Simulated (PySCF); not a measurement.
**MBr₂ across group 13**

Level: PBE0, basis family def2-TZVP, scalar-relativistic core potentials from Rb on and no relativity for lighter atoms.

Each entry is the lowest minimum that a search over a few typed start shapes (and spin states, where more than one is plausible) found, or that minimum re-optimised at the stated level; isomers with ligand–ligand bonds, or fragments after loss of a ligand pair, can lie lower. Open shells are unrestricted; no spin–orbit coupling; PySCF with density fitting.

```json
{"molecule": "BBr₂", "2S+1": "2", "point group": "C2v", "mean bond to the central atom (Å)": "1.878", "highest ω (cm⁻¹)": "865", "polar-tensor charge of the central atom": "0.69", "dipole (D)": "0.42"}
{"molecule": "AlBr₂", "2S+1": "2", "point group": "C2v", "mean bond to the central atom (Å)": "2.267", "highest ω (cm⁻¹)": "465", "polar-tensor charge of the central atom": "0.96", "dipole (D)": "1.32"}
{"molecule": "InBr₂", "2S+1": "2", "point group": "C2v", "mean bond to the central atom (Å)": "2.505", "highest ω (cm⁻¹)": "251", "polar-tensor charge of the central atom": "0.99", "dipole (D)": "2.27"}
```

The bond lengthens at every step; the largest change, 0.389 Å, falls between BBr₂ and AlBr₂ among the members listed.

Left out of the table are members whose search was unfinished or whose lowest solution was spin-contaminated, unstable, very soft or bonded differently.
